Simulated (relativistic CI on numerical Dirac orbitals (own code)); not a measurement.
# Radial parameters of Cs⁺

Computed by Dirac-Coulomb-Breit CI, orbitals from a KLI potential per configuration, model QED (radiative potential, 1s self-energy scaled to tabulated hydrogen-like ionisation energies), valence Slater integrals scaled by 0.85, P86 correlation energy added to each configuration (own radial code, finite nucleus).

Slater integrals F^k, G^k are unscaled and averaged over j, outside the closed core [Kr] 4d10; ζ comes from projecting the Hamiltonian with its Breit term on Σ l·s of the shell.

- 5s²5p⁵6s: ζ(5p) = 9274.8, G^1(5p,6s) = 4322.1 cm⁻¹; <r>(5p) = 2.027, <r^2>(5p) = 4.665, <r>(6s) = 4.645, <r^2>(6s) = 24.16 (bohr units).
- 5s²5p⁵5d: ζ(5p) = 9105.4, F^2(5p,5d) = 30112, G^1(5p,5d) = 32761, G^3(5p,5d) = 20031, ζ(5d) = 151.35 cm⁻¹; <r>(5p) = 2.047, <r^2>(5p) = 4.763, <r>(5d) = 3.512, <r^2>(5d) = 14.56 (bohr units).
- 5s²5p⁵6p: ζ(5p) = 9345.6, F^2(5p,6p) = 9586.3, G^0(5p,6p) = 1804.2, G^2(5p,6p) = 2406.1, ζ(6p) = 845.48 cm⁻¹; <r>(5p) = 2.015, <r^2>(5p) = 4.599, <r>(6p) = 5.798, <r^2>(6p) = 37.49 (bohr units).

In this model ζ of a weakly bound d, f or g electron outside closed shells comes out too small, for d by up to a factor of two or three and at times with the wrong sign; that of an outer p electron is too small as well.

For a near-neutral ion this model can misplace configurations by up to about 10,000 cm⁻¹ (more where the count of f electrons changes) and terms by 10 to 25 % of their spread. Rates follow the energies as ν³ (E1, M1) or ν⁵ (E2), so they and the lifetimes can be off by large factors. The fine structure of a lone outer electron comes out too small, for d and f at times inverted, and misplaced configurations move strength between like terms. 6 of the 13 excited levels that our extract of the measured tables holds in this range could be paired (the sources list more); they are missed by 2261 cm⁻¹ on average and 3453 at most, and levels without a partner can miss by more.

Averages of the first 10 configurations, taken without configuration mixing, which lowers the lowest level and can move excited configurations by several eV; other configurations of the list can lie among them:

```tsv
Configuration	Parity	States	Average energy above the lowest level (eV)
5s²5p⁶	even	1	0.0
5s²5p⁵6s	odd	12	14.4
5s²5p⁵5d	odd	60	15.1
5s²5p⁵6p	even	36	16.8
5s²5p⁵7s	odd	12	19.2
5s²5p⁵6d	odd	60	19.6
5s5p⁶5d	even	20	31.7
5s²5p⁵4f	even	84	20.7
5s²5p⁵7p	even	36	20.1
5s²5p⁵5f	even	84	21.9
```
